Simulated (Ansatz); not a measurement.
```xyz
5

Si    0.0000    0.0000    0.0000
H     0.8619    0.8619    0.8619
H     0.8619   -0.8619   -0.8619
H    -0.8619    0.8619   -0.8619
H    -0.8619   -0.8619    0.8619
```

Basis set: cc-pVTZ (spherical functions). Frozen core: 5 orbitals. Charge 0, multiplicity 1.

Computed with Ansatz (development build ahead of 0.2.0); each method stands on the lowest determinant of its kind that the runs found. Restricted open shells among the atoms or ions are ROHF, correlated in semicanonical orbitals with singles.

The atomization energy at this shape (free ground-state atoms in the same class of orbitals less the molecule, no zero-point energy) of singlet SiH₄:

```
 method  atomization energy
RHF-MP2            13.38 eV
```

**Question.** What does RHF give?

**Answer.** 11.13 eV.
